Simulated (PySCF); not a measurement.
## Electron correlation in Sn³⁶⁺ (tin, charge +36)

[Ne] 3s2 3p2, high-spin 3P determinant. All numbers are calculated (PySCF 2.14, the non-relativistic Hamiltonian (point nucleus), in an uncontracted even-tempered set (16 s from 5.9 bohr⁻², ratio 2.5; 10 p from 7.7 bohr⁻², ratio 2.5; 4 d from 32 bohr⁻², ratio 2.7; 4 f from 48 bohr⁻², ratio 2.7)). Frozen: 1s2; 12 electrons correlated; the 17 highest virtual orbitals of each spin left out.

```
  level  correlation energy (mhartree)
   CCSD                        -513.60
    (T)                          -1.57
CCSD(T)                        -515.17
```

Diagnostics: T1 = 0.0010, D1 = 0.0045, largest double amplitude 0.083.

A non-relativistic calculation at this Z misses sizeable relativistic shifts. Spin-orbit coupling is strong in this species (close to jj coupling), so the high-spin LS determinant is a model state, not a physical level.

Cost of the coupled-cluster step: of the order of 13 core-seconds, for 12 correlated electrons.

At this charge a non-relativistic calculation is a model, useful for the Z dependence of the correlation energy.

Spin-orbit coupling is strong in this species, so the high-spin LS determinant is a model state.
